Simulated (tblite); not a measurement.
Q: Give a GFN2-xTB geometry of `CC(C)=C=PC(F)(F)C(F)(F)F`.

A: 
```xyz
18
C6H6F5P angstrom
C     -1.8138    1.3879   -0.4502
C     -1.3900    0.0337    0.0327
C     -2.3682   -1.0843   -0.1707
C     -0.2186   -0.1692    0.5657
P      1.1892   -0.4234    1.3570
C      2.2360   -0.8306   -0.2164
F      3.3465   -1.5233    0.1363
F      1.5706   -1.6074   -1.1049
C      2.6760    0.4620   -0.9173
F      3.2739    1.2719   -0.0352
F      1.6166    1.1233   -1.3968
F      3.5186    0.2713   -1.9282
H     -2.0328    1.3426   -1.5159
H     -2.7200    1.6949    0.0707
H     -1.0350    2.1261   -0.2817
H     -1.9878   -2.0180    0.2337
H     -2.5586   -1.2117   -1.2354
H     -3.3114   -0.8394    0.3155
```

Orientation and origin are arbitrary. Atoms count from 1 in this order. Of the pairs four or more bonds apart, C4···F11 is among the closest relative to their van der Waals radii: 2.98 Å, 94 % of the sum of Bondi's values. The 2 C–P bonds span 1.635 Å (C4=P5, drawn double) to 1.933 Å (P5–C6, drawn single), a spread of 0.298 Å. The 4 C–C bonds span 1.303 Å (C2=C4, drawn double) to 1.535 Å (C6–C9, drawn single), a spread of 0.232 Å. The 5 C–F bonds span 1.330 Å (C9–F12, drawn single) to 1.356 Å (C6–F7, drawn single), a spread of 0.026 Å.

Bonds between heavy atoms (Å): C1–C2 1.499, C2–C3 1.499, C2=C4 1.303, C4=P5 1.635, P5–C6 1.933, C6–F7 1.356, C6–F8 1.355, C6–C9 1.535, C9–F10 1.338, C9–F11 1.338, C9–F12 1.330.

The geometry is computed with GFN2-xTB (gas phase).

Point group: C1 (no symmetry element, even within 0.4 Å). Its lowest GFN2-xTB frequency is 15 cm⁻¹, too small to tell a flat minimum from a shallow saddle. The numbers are those of one conformer (C4–P5–C6–F7 -159°). 3 starts were optimised and ended at 0.00, 0.01 and 0.57 kcal/mol (GFN2-xTB); the lowest of these is shown.
